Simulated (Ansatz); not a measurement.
Molecule: CaCl₂, charge 0, multiplicity 1. 
Geometry from a B3LYP-D3(BJ)/def2-TZVP (Ansatz, an electronic-structure program) optimisation:
```
Ca
Cl 1 2.4696
Cl 1 2.4696 2 180.00
```

Basis-set convergence of Hartree-Fock and MP2 correlation energies (hartree) with Ansatz. Correlated levels leave the core frozen unless marked. Spin-orbit coupling is left out. The frozen core is the preceding noble-gas configuration, with the filled d and f shells of earlier blocks. The outer core of K, Ca and their heavier congeners is not correlated, a term that matters for these elements. No relativistic terms.

```
basis       functions        E(HF)  E(corr, MP2)
----------  ---------  -----------  ------------
def2-SVP           60  -1595.57980      -0.27812
def2-TZVPP        120  -1595.97378      -0.40312
def2-QZVPP        210  -1596.01669      -0.44854
```

Extrapolating the two largest sets (X = 3 and 4) as X^-3: E(corr) = (64·(-0.44854) - 27·(-0.40312))/37 = -0.4817 Eh, an estimate of the basis-set limit. The largest set recovers 93.1 % of it, the smallest 57.7 %.
